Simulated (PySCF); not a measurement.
**Working out the ionisation energy of Sb+**

Sb+ [Kr] 4d10 5s2 5p2 (3P) → Sb(2+) [Kr] 4d10 5s2 5p1 (2P). Computed with PySCF 2.14 in ANO-RCC-VTZP, with the spin-free X2C one-electron Hamiltonian (Gaussian nucleus). Frozen: [Ar] 3d10. Energies in hartree (1 hartree = 27.21139 eV):

```tsv
part	Sb+ (lower)	Sb(2+) (upper)
UHF	-6477.429021	-6476.839340
MP2 opposite-spin	-0.421343	-0.412322
MP2 same-spin	-0.233093	-0.224067
```

What does Hartree-Fock give?

(-6476.839340) − (-6477.429021) = 0.589681 hartree = 16.046 eV.

What do MP2 and SCS-MP2 (6/5 opposite-spin, 1/3 same-spin) give?

The opposite-spin parts differ by 0.245 eV and the same-spin parts by 0.246 eV. MP2: 16.046 + (0.245) + (0.246) = 16.537 eV. SCS-MP2: 16.046 + 1.2 × (0.245) + (0.246)/3 = 16.422 eV.

A first-order spin-orbit estimate adds -0.073 eV to MP2 (valence and next inner shell), giving 16.464 eV against 16.626 ± 0.025 eV (measured; NIST Atomic Spectra Database, ionization energies).

What remains against the reference includes basis incompleteness, the frozen core and correlation beyond second order.
